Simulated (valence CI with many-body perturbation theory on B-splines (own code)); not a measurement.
Results of a calculation; reference values are marked as such.
**Level structure of V10+**

Level of theory: configuration interaction combined with many-body perturbation theory (CI+MBPT): three valence electrons over a frozen Dirac-Fock core [Ne], radial functions for each j: 11 s, 11 p, 10 d, 8 f, 5 g, 2 h, with the one-electron correlation potential Σ1 (screened to all orders), the two-electron term Σ2, the three-electron term Σ3, Breit, model QED; selected single and double excitations, second order for the rest, scaled by the run's own slope (own B-spline code, finite nucleus).

No measured levels were compared; by estimate levels of excited configurations hold to 0.05 to 0.15 % of their energy, terms of the ground configuration to about 0.5 %.

Levels 1 to 45 of 156, with energies above the lowest level, 3s2 3p 2P°_1/2. "Leading %" is the weight of the configuration and term that name the level; weights of strongly mixed levels are sums over their largest components and can fall short. In the jj column 3d3/2^4 stands for four electrons in 3d with j = 3/2.

| No. | Configuration | Term | J | E (eV) | Leading % | Leading jj | Second component |
| --- | --- | --- | --- | --- | --- | --- | --- |
| 1 | 3s2 3p | 2P° | 1/2 | 0.000 | 97 | 3s^2 3p1/2 (97 %) |  |
| 2 | 3s2 3p | 2P° | 3/2 | 1.203 | 97 | 3s^2 3p3/2 (97 %) |  |
| 3 | 3s 3p2 | 4P | 1/2 | 21.824 | 99 | 3s 3p1/2^2 (50 %) |  |
| 4 | 3s 3p2 | 4P | 3/2 | 22.286 | 99 | 3s 3p1/2 3p3/2 (90 %) |  |
| 5 | 3s 3p2 | 4P | 5/2 | 22.926 | 98 | 3s 3p3/2^2 (58 %) |  |
| 6 | 3s 3p2 | 2D | 3/2 | 28.889 | 86 | 3s 3p1/2 3p3/2 (61 %) | 11 % 3s2 3d 2D |
| 7 | 3s 3p2 | 2D | 5/2 | 28.988 | 86 | 3s 3p1/2 3p3/2 (50 %) | 11 % 3s2 3d 2D |
| 8 | 3s 3p2 | 2S | 1/2 | 35.855 | 89 | 3s 3p3/2^2 (49 %) | 9 % 3s 3p2 2P |
| 9 | 3s 3p2 | 2P | 1/2 | 38.076 | 87 | 3s 3p1/2 3p3/2 (58 %) | 9 % 3s 3p2 2S |
| 10 | 3s 3p2 | 2P | 3/2 | 38.708 | 96 | 3s 3p3/2^2 (58 %) |  |
| 11 | 3s2 3d | 2D | 3/2 | 46.734 | 85 | 3s^2 3d3/2 (85 %) | 11 % 3s 3p2 2D |
| 12 | 3s2 3d | 2D | 5/2 | 46.832 | 86 | 3s^2 3d5/2 (86 %) | 11 % 3s 3p2 2D |
| 13 | 3p3 | 2D° | 3/2 | 56.168 | 67 | 3p1/2^2 3p3/2 (30 %) | 29 % 3s 3p 3d 2D° |
| 14 | 3p3 | 2D° | 5/2 | 56.339 | 69 | 3p1/2 3p3/2^2 (69 %) | 30 % 3s 3p 3d 2D° |
| 15 | 3p3 | 4S° | 3/2 | 57.504 | 97 | 3p1/2 3p3/2^2 (61 %) |  |
| 16 | 3p3 | 2P° | 1/2 | 62.729 | 79 | 3p1/2 3p3/2^2 (79 %) | 18 % 3s 3p 3d 2P° |
| 17 | 3p3 | 2P° | 3/2 | 62.845 | 72 | 3p3/2^3 (50 %) | 18 % 3s 3p 3d 2P° |
| 18 | 3s 3p 3d | 4F° | 3/2 | 62.974 | 95 | 3s 3p1/2 3d3/2 (77 %) |  |
| 19 | 3s 3p 3d | 4F° | 5/2 | 63.223 | 99 | 3s 3p1/2 3d3/2 (37 %) |  |
| 20 | 3s 3p 3d | 4F° | 7/2 | 63.592 | 99 | 3s 3p1/2 3d5/2 (39 %) |  |
| 21 | 3s 3p 3d | 4F° | 9/2 | 64.095 | 100 | 3s 3p3/2 3d5/2 (100 %) |  |
| 22 | 3s 3p 3d | 4P° | 5/2 | 67.925 | 74 | 3s 3p1/2 3d5/2 (83 %) | 23 % 3s 3p 3d 4D° |
| 23 | 3s 3p 3d | 4P° | 3/2 | 68.131 | 50 | 3s 3p1/2 3d3/2 (40 %) | 48 % 3s 3p 3d 4D° |
| 24 | 3s 3p 3d | 4D° | 1/2 | 68.289 | 78 | 3s 3p1/2 3d3/2 (58 %) | 21 % 3s 3p 3d 4P° |
| 25 | 3s 3p 3d | 4P° | 1/2 | 68.774 | 78 | 3s 3p3/2 3d3/2 (96 %) | 21 % 3s 3p 3d 4D° |
| 26 | 3s 3p 3d | 4D° | 3/2 | 68.846 | 51 | 3s 3p3/2 3d3/2 (83 %) | 48 % 3s 3p 3d 4P° |
| 27 | 3s 3p 3d | 4D° | 7/2 | 68.860 | 99 | 3s 3p3/2 3d5/2 (69 %) |  |
| 28 | 3s 3p 3d | 4D° | 5/2 | 68.885 | 76 | 3s 3p3/2 3d3/2 (55 %) | 23 % 3s 3p 3d 4P° |
| 29 | 3s 3p 3d | 2D° | 3/2 | 70.358 | 80 | 3s 3p3/2 3d5/2 (34 %) | 17 % 3p3 2D° |
| 30 | 3s 3p 3d | 2D° | 5/2 | 70.378 | 78 | 3s 3p3/2 3d5/2 (52 %) | 16 % 3p3 2D° |
| 31 | 3s 3p 3d | 2F° | 5/2 | 73.536 | 98 | 3s 3p1/2 3d5/2 (45 %) |  |
| 32 | 3s 3p 3d | 2F° | 7/2 | 74.491 | 98 | 3s 3p3/2 3d5/2 (65 %) |  |
| 33 | 3s 3p 3d | 2P° | 3/2 | 79.891 | 81 | 3s 3p1/2 3d3/2 (34 %) | 15 % 3p3 2P° |
| 34 | 3s 3p 3d | 2P° | 1/2 | 80.346 | 86 | 3s 3p3/2 3d5/2 (70 %) | 13 % 3p3 2P° |
| 35 | 3s 3p 3d | 2F° | 7/2 | 80.595 | 97 | 3s 3p3/2 3d5/2 (39 %) |  |
| 36 | 3s 3p 3d | 2F° | 5/2 | 80.814 | 97 | 3s 3p3/2 3d3/2 (64 %) |  |
| 37 | 3s 3p 3d | 2P° | 1/2 | 82.905 | 90 | 3s 3p3/2 3d3/2 (62 %) | 4 % 3p3 2P° |
| 38 | 3s 3p 3d | 2P° | 3/2 | 83.008 | 80 | 3s 3p3/2 3d5/2 (61 %) | 10 % 3s 3p 3d 2D° |
| 39 | 3s 3p 3d | 2D° | 3/2 | 83.342 | 70 | 3s 3p3/2 3d3/2 (51 %) | 13 % 3s 3p 3d 2P° |
| 40 | 3s 3p 3d | 2D° | 5/2 | 83.472 | 84 | 3s 3p3/2 3d5/2 (54 %) | 13 % 3p3 2D° |
| 41 | 3p2 3d | 2F | 5/2 | 94.170 | 87 | 3p1/2 3p3/2 3d3/2 (54 %) | 12 % 3s 3d2 2F |
| 42 | 3p2 3d | 2F | 7/2 | 94.633 | 84 | 3p1/2 3p3/2 3d5/2 (32 %) | 12 % 3s 3d2 2F |
| 43 | 3p2 3d | 4F | 3/2 | 95.079 | 98 | 3p1/2^2 3d3/2 (42 %) |  |
| 44 | 3p2 3d | 4F | 5/2 | 95.357 | 96 | 3p1/2 3p3/2 3d3/2 (54 %) |  |
| 45 | 3p2 3d | 4F | 7/2 | 95.734 | 96 | 3p1/2 3p3/2 3d5/2 (66 %) |  |

Names give the largest LS component (configuration and term), which can be under half, so a name can repeat, a term be missing and a line seem to break the LS rules; names also repeat where a configuration has a term twice.

Where two levels of one J and parity lie close, their mixing, g and order are uncertain.

The ionisation energy to 3s2 1S_0 of the next ion comes out as 255.96 eV (NIST: 254.8 ± 0.4 eV (semi-empirical), further off than twice its uncertainty). All 156 levels together are meant to be complete up to 159.982 eV.
